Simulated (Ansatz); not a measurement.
Method: frozen-core CCSD(T)/cc-pVTZ // PBE0-D3(BJ)/def2-TZVP (Ansatz, an electronic-structure program).

Ansatz 0.2 input:
```yaml
crystal:
  periodic: [false, false, false]
  atoms:
    - { symbol: Si, position_ang: [-1.925869, -1.566995, 0.106232] }
    - { symbol: Al, position_ang: [-0.030015, -0.006327, 0.001699] }
    - { symbol: Si, position_ang: [2.265357, -0.867302, -0.190841] }
    - { symbol: Si, position_ang: [-0.365442, 2.42816, 0.085301] }
    - { symbol: H, position_ang: [-1.561522, -2.875959, 0.719091] }
    - { symbol: H, position_ang: [-2.387772, -1.846085, -1.286814] }
    - { symbol: H, position_ang: [-3.091212, -1.017851, 0.855654] }
    - { symbol: H, position_ang: [2.868131, -0.943443, 1.17374] }
    - { symbol: H, position_ang: [3.141336, 0.018722, -1.009328] }
    - { symbol: H, position_ang: [2.325738, -2.236545, -0.776493] }
    - { symbol: H, position_ang: [-1.796454, 2.836039, 0.160249] }
    - { symbol: H, position_ang: [0.230155, 3.080386, -1.117245] }
    - { symbol: H, position_ang: [0.327567, 2.9972, 1.278756] }
basis:
  gaussian: { orbitals: cc-pVTZ }
correlation:
  method: ccsd_t
```

Output:

```
Functional definition: HF
1505 factors; integrals over basis functions are off by at most 8.2e-4 eV
mean field evaluation 1: about -30310.4660 eV, gradient 1.8e1 eV
mean field evaluation 2: about -30310.6771 eV, gradient 1.8e1 eV
mean field evaluation 4: about -30313.0046 eV, gradient 1.6e0 eV
mean field evaluation 8: about -30313.0136 eV, gradient 3.0e-1 eV
mean field evaluation 16: about -30310.4660 eV, gradient 1.8e1 eV
mean field -30313.01441126 eV, -1113.9827327147 hartree, gradient 3.4e-6 eV, S^2 0.000000; 0 other end points of the search recorded, 0 dependent functions left out
20 core orbitals not correlated
reference -30313.01441126 eV, -1113.9827327147 hartree; 12, 12 occupied and 230, 230 virtual orbitals, 1505 factors
second order -12.50855919 eV of doubles, -0.00000000 eV of singles
cycle   1  -14.19872330 eV  change    -1.7e0 eV  update   1.0e-1
cycle   2  -14.81334960 eV  change   -6.1e-1 eV  update   3.5e-2
cycle   3  -14.85200488 eV  change   -3.9e-2 eV  update   1.1e-2
cycle   4  -14.84565678 eV  change    6.3e-3 eV  update   3.9e-3
cycle   5  -14.84357073 eV  change    2.1e-3 eV  update   1.2e-3
cycle   6  -14.84331281 eV  change    2.6e-4 eV  update   4.0e-4
cycle   7  -14.84337058 eV  change   -5.8e-5 eV  update   1.2e-4
cycle   8  -14.84341091 eV  change   -4.0e-5 eV  update   4.8e-5
cycle   9  -14.84340962 eV  change    1.3e-6 eV  update   1.8e-5
perturbative correction -0.50994101 eV, -0.0187399866 hartree
Total energy: -30328.36776189 eV, -1114.5469579435 hartree
```

Cost: around 5 core-minutes (rough).
